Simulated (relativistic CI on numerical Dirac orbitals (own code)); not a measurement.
# Hyperfine structure of Lu³⁺, mass number 173

Calculated at this level of theory: Dirac-Coulomb-Breit CI, orbitals from a KLI potential per configuration, QED by a radiative potential, valence Slater integrals scaled by 0.85, P86 correlation energy added to each configuration (own radial code, finite nucleus).

Configurations in the expansion (outside the closed core [Kr] 4d10 5s2): 4f14 5p6, 4f13 5p6 5d, 4f13 5p6 6s, 4f13 5p6 6p, 4f14 5p5 5d, 4f13 5p6 5f, 4f13 5p6 6d, 4f13 5p6 7s, 4f14 5p5 5f, 4f13 5p6 7p, 4f14 5p5 5g, 4f13 5p6 5g. Double excitations out of closed p, d and f shells are left out; levels of such configurations are missing from the list, as are those of other unlisted configurations, and high levels can miss mixing partners.

Nuclear spin I = 7/2, μ = 2.273 μN, Q = 3.53 b (tables of Stone and Pyykkö). The electronic factors are computed for point nuclear moments, without core polarisation; leaving it out makes A of s and p electrons in near-neutral atoms 20 to 40 % too small, and it can dominate for d and f shells.

```tsv
Level	E (cm⁻¹)	A (MHz)	B (MHz)
4f13 5p6 5d 3P°_2	71980.6	641.4	-2820
4f13 5p6 5d 3H°_5	76368.7	665.7	-4910
4f13 5p6 5d 3H°_6	78987.7	498.1	-5000
4f13 5p6 5d 3D°_3	79003.7	648.9	-6460
4f13 5p6 5d 3P°_1	79610.7	1124	-390
4f13 5p6 5d 1D°_2	80982.9	724.6	-3000
4f13 5p6 5d 3G°_5	84871.6	522.7	-5240
4f13 5p6 5d 3H°_4	87980.4	970.4	-3220
```

Levels with J = 0, under 50 % of one LS term, or S terms without an open s electron are left out. Small factors come from cancelling terms and can be off by tens of per cent or more.

Correlation outside the listed configurations is missing or only estimated: errors of thousands of cm⁻¹ between configurations and terms are usual at this charge. Rates and lifetimes follow the computed energies and can be off by large factors. The fine structure of a lone outer electron comes out too small, for d and f at times inverted, and misplaced configurations move strength between like terms. 36 of the 47 excited levels that our extract of the measured tables holds in this range could be paired (the sources list more); they are missed by 17744 cm⁻¹ on average and 19915 at most, and levels without a partner can miss by more.

Give the hyperfine levels of 4f13 5p6 5d 3P°_2 relative to its centre of gravity.

With K = F(F + 1) − I(I + 1) − J(J + 1), E = AK/2 + B[¾K(K + 1) − I(I + 1)J(J + 1)]/[2I(2I − 1)J(2J − 1)]: F = 3/2: -7285, F = 5/2: -4421, F = 7/2: -1117, F = 9/2: 1920, F = 11/2: 3783 MHz.

LS names give the leading component of a level, which can be under half, so a name can repeat, a term be missing and a line seem to break the LS rules.
